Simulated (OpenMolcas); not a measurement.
# Os⁵⁺: effect of correlating more closed shells

```json
{"Program": "OpenMolcas 26.06", "Basis": "ANO-RCC-VTZP [8s7p5d3f2g1h]", "Scalar Hamiltonian": "DKH2, point nucleus", "Active space": "3 electrons in 5 orbitals (5d)", "State averaging": "2S+1 = 4 even, 10 roots; 2S+1 = 2 even, 40 roots", "Spin-orbit coupling": "RASSI with atomic mean-field integrals over the reference wave functions, term energies averaged over their components"}
```

Methods on the same reference wave functions:
A. CASSCF
B. MS-CASPT2, IPEA 0.25 Eh, imaginary shift 0.1 Eh (closed shells correlated: none)
C. MS-CASPT2, IPEA 0.25 Eh, imaginary shift 0.1 Eh (closed shells correlated: 5s 5p)
D. MS-CASPT2, IPEA 0.25 Eh, imaginary shift 0.1 Eh (closed shells correlated: 4f 5s 5p)

Energies in cm-1 above 5d3 4F 3/2, the measured ground level; measured values from the list in Brasseur, Palmeri and Quinet, Atoms 13, 11 (2025).

| Level | A | B | C | D | Measured |
| --- | --- | --- | --- | --- | --- |
| 5d3 4F 3/2 | 0.0 | 0.0 | 0.0 | 0.0 | 0.0 |
| 5d3 4F 5/2 | 6109 | 6540 | 6510 | 6520 | 6397 |
| 5d3 4F 7/2 | 11414 | 11770 | 11650 | 11650 | 11444 |
| 5d3 4F 9/2 [57 %] | 15258 | 15240 | 14980 | 14970 | 14678 |
| 5d3 4P 1/2 [64 %] | 19333 | 17590 | 17340 | 17130 | 16772 |
| 5d3 2G 7/2 | 24876 | 23900 | 23420 | 23400 | 22920 |
| 5d3 2H 9/2 [56 %] | 25653 | 25210 | 24710 | 24660 | 24028 |
| 5d3 4P 5/2 | 27052 | 25920 | 25530 | 25270 | 24828 |
| 5d3 2P 1/2 [64 %] | 32606 | 29610 | 29570 | 29440 | 28860 |
| 5d3 2H 11/2 | 34635 | 33840 | 33080 | 32990 | 32156 |
| 5d3 2D 5/2(1) | 38079 | 35760 | 35430 | 35300 | 34418 |
| 5d3 2G 9/2 [56 %] | 39176 | 38320 | 37750 | 37720 | 37019 |
| 5d3 2P 3/2 [55 %] | 44182 | 40820 | 40950 | 40890 | 40203 |
| 5d3 2F 5/2 | 45227 | 41930 | 40990 | 40580 | 39601 |
| 5d3 2F 7/2 | 45753 | 42760 | 41730 | 41350 | 40447 |
| 5d3 2D 3/2(2) | 67786 | 62460 | 62230 | 61740 |  |
| 5d3 2D 5/2(2) | 68254 | 62850 | 62850 | 62470 | 61005 |

Deviations, from unrounded energies. A percentage is the sum of absolute deviations over the sum of measured energies, with the sign that they share, or ± where signs differ.

| Against measurement | Levels | A | B | C | D |
| --- | --- | --- | --- | --- | --- |
| mean absolute deviation (cm-1) | 15 | 2900 | 1200 | 780 | 640 |
| fine structure of the ground term (%) | 3 | ±2.8 | +3.2 | +1.9 | +1.9 |
| other terms of the ground configuration (%) | 12 | +10.6 | +4.0 | +2.8 | +2.2 |

D lies closest to measurement on these levels and A furthest from it. The largest miss of D in the table is 5d3 2D 5/2(2), by +1500 cm-1. The ranking rests on the paired levels alone, and a cruder setting can come out closer through cancelling errors.

Among B to D the level of the table that moves most is 5d3 2F 7/2, by 1400 cm-1 (lowest in D, highest in B). Moves below CASPT2's spread within the term are not significant.

The mean deviations of B to D differ by less than CASPT2's widest spread within a term (700 cm-1), so their order carries little weight.

From A to B the spin-free energies of the other terms of 5d3 shown, above 4F, scale by factors of 0.77 to 0.93, as is usual when dynamic correlation screens the repulsion within a d or f shell.

The lowest spin-free term lies below A's lowest term by 0.014 hartree in B, 0.244 hartree in C, 1.049 hartree in D.

What an inner shell adds also hangs on whether the basis holds functions to correlate it.

CASPT2 breaks the degeneracy within a term, and the mean is taken; among the terms shown or strongly mixed into the levels shown the widest spread is 700 cm-1 (5d3 4F, D). Without dynamic correlation excited terms often stand tens of per cent too high (terms of higher spin than the ground term too low), and those without a measured partner can miss by more than the paired ones (holds for A). Computed and measured levels are paired by configuration, term and J; levels that our copy of the source lacks, or whose pairing is in doubt (as where it misses far off the trend of its configuration), stay unpaired and out of the deviations. Only configurations of the active space appear. Levels that lie high or do not pair safely by name in every column are left out.

A share in square brackets marks a mixed level and gives the weight of the term that names it, the lowest over the columns. A number in round brackets counts repeated terms of one configuration in the order of the reference energies.
